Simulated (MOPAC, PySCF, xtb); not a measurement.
Isomers of CH5BS: 1 is B(C)S, 2 is S(C)B; one conformer of each (the lowest of an xTB search), B3LYP-D3(BJ)/def2-TZVP minima.
Isomer 1 (charge 0, multiplicity 1):
| atom | x (Å) | y (Å) | z (Å) |
|---|---|---|---|
| C | -0.8594 | -0.3047 | 0.0380 |
| B | 0.3083 | 0.7223 | -0.0777 |
| S | 2.0471 | 0.3226 | -0.0484 |
| H | -1.5091 | -0.2253 | -0.8407 |
| H | -1.4956 | -0.0453 | 0.8915 |
| H | -0.5509 | -1.3456 | 0.1438 |
| H | 0.0988 | 1.8898 | -0.1981 |
| H | 1.9608 | -1.0139 | 0.0916 |
Isomer 2 (charge 0, multiplicity 1, Z-matrix in Å and degrees):
```
S
B 1 1.7556
H 2 1.1880 1 115.90
H 2 1.1889 3 122.80 1 179.99
C 1 1.8258 2 105.80 3 -179.98
H 5 1.0867 1 109.92 2 -0.02
H 5 1.0882 6 109.96 4 119.89
H 5 1.0882 6 109.96 7 120.23
```

No zero-point or thermal terms.

Rows in STO-3G carry no dispersion term and start afresh at each structure. The state that AM1 reach isn't checked.

Programs: MOPAC for AM1 (differences of heats of formation); PySCF for STO-3G rows; xtb for the GFN methods. Each number belongs to the level named beside it.

Task: One of these levels gives 0.313 eV for the electronic energy of isomer 2 less that of isomer 1. Name it.
A. HF/STO-3G
B. AM1
C. GFN2-xTB

Result: A, HF/STO-3G. The others give 0.544 (AM1), 0.092 (GFN2-xTB)
